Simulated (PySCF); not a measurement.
Dipole moment and polarisability of `F[C@H]1[SiH2]CC[SiH2][SiH2]1`

C3H11FSi3.
Structure used (GFN2-xTB), in Å, numbered top down from 1:
```
atom  x, y, z in Å
F1     1.2275    0.0127    2.1861
C2     1.6416   -0.1914    0.8566
Si3    0.6288   -1.6726    0.1804
C4    -1.2111   -1.1851    0.1358
C5    -1.5698   -0.0674   -0.8496
Si6   -0.8991    1.6571   -0.3586
Si7    1.3906    1.4781   -0.0729
H8     2.7016   -0.4504    0.9338
H9     1.1286   -1.9627   -1.1693
H10    0.8136   -2.8263    1.0654
H11   -1.7867   -2.0800   -0.1183
H12   -1.5351   -0.8958    1.1384
H13   -2.6582   -0.0121   -0.9386
H14   -1.2004   -0.3349   -1.8427
H15   -1.2845    2.5928   -1.4275
H16   -1.6262    2.0901    0.8454
H17    2.0511    2.5122    0.7329
H18    2.1786    1.3420   -1.3088
```

Level: CAM-B3LYP/def2-SVPD (PySCF), static field, nuclei fixed, core orbitals frozen in the response. The polarisability tensor in these axes (au):

```
x   118.69   0.35   4.94
y     0.35 123.07  -3.63
z     4.94  -3.63  99.36
```

Q: Give the principal values, the mean and the anisotropy Δα = √{½[(α1 − α2)² + (α2 − α3)² + (α1 − α3)²]}.

A: Principal values 97.66, 119.81 and 123.65 au; mean 113.71 au = 16.85 Å³ = 18.75 × 10⁻⁴⁰ C²·m²/J; Δα = 24.30 au (21 % of the mean).

Q: What is the dipole moment, and where does it point?

A: (-0.39, -0.54, -1.58) D, 1.71 D in size, pointing from the negative to the positive side. Measured along this direction, the outermost atoms are F1 at the negative end and H14 at the positive end.

Q: What molar refraction does this α imply?

A: Lorentz–Lorenz: R = (4π/3)N_A α = 2.5225 cm³/(mol·Å³) × 16.85 Å³ = 42.5 cm³/mol, in the limit of long wavelengths.

Q: Orientational against electronic polarisability at 350 K (dilute gas, rigid molecules)?

A: In Gaussian units μ²/3kT = 20.16 Å³ against 16.85 Å³, a ratio of 1.20; the Debye molar polarisation (4π/3)N_A(α + μ²/3kT) is 93.4 cm³/mol, leaving out the vibrational part.

Q: Give the eigenvalues of the traceless quadrupole moment Θ = ½Σq(3rr − r²1), origin at the centre of nuclear charge.

A: -6.24, 0.60, 5.64 D·Å. The values depend on the origin, since the dipole doesn't vanish. The electronic extent ⟨r²⟩ about the same centre is 1391 bohr², a root-mean-square distance of 2.21 Å for the 80 electrons.

Q: Form Σ f/ω² (atomic units) for the 8 lowest TDDFT singlets, given as eV and f, and set it beside the mean polarisability, which is this sum over all singlets: 6.75, 0.0089; 6.83, 0.0274; 6.98, 0.0492; 7.20, 0.0065; 7.52, 0.0223; 7.63, 0.0235; 7.82, 0.0451; 7.87, 0.0108.

A: They add up to 2.69 au, 2.4 % of the 113.71 au; the largest single term is 0.75 au, from the state at 6.98 eV. Terms in order: 0.14, 0.44, 0.75, 0.09, 0.29, 0.30, 0.55, 0.13 au. Higher excitations give the rest. The strengths listed sum to 0.194.

Q: Find the Langevin capture rate constant for H3+ (3.023 u) meeting this molecule (150.015 u), k = 2.342 × 10⁻⁹ cm³/s × √(α in Å³ / reduced mass in u).

A: The reduced mass is 2.96 u, so k = 5.58 × 10⁻⁹ cm³/s. The formula leaves out the permanent dipole, which adds to the capture rate.

One conformer (not necessarily the lowest) at the GFN2-xTB geometry, without solvent, vibrations or thermal averaging.
